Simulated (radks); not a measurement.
Question: Ga II, configuration [Ar] 3d10 4s2 (the NIST ground configuration). Calculated with a radial shooting solver on a logarithmic mesh with Libxc functionals: Dirac Kohn-Sham, PBE, spin-unpolarised, spherical densities, finite nucleus; Fermi nuclear charge, rms radius 3.9973 fm.

Spin-orbit splittings of the eigenvalues, e(l+1/2) - e(l-1/2), with zeta = 2 splitting/(2l+1) and mean radii in bohr:

shell  occ.  splitting (eV)  zeta (eV)  <r> j=l-1/2  <r> j=l+1/2
2p        6               ?          ?       0.1883       0.1918
3p        6           3.625      2.416       0.6719       0.6827
3d       10          0.4623     0.1849       0.8039       0.8101

Estimate the 2p splitting.

Answer: 27.66 eV (zeta = 18.44 eV).
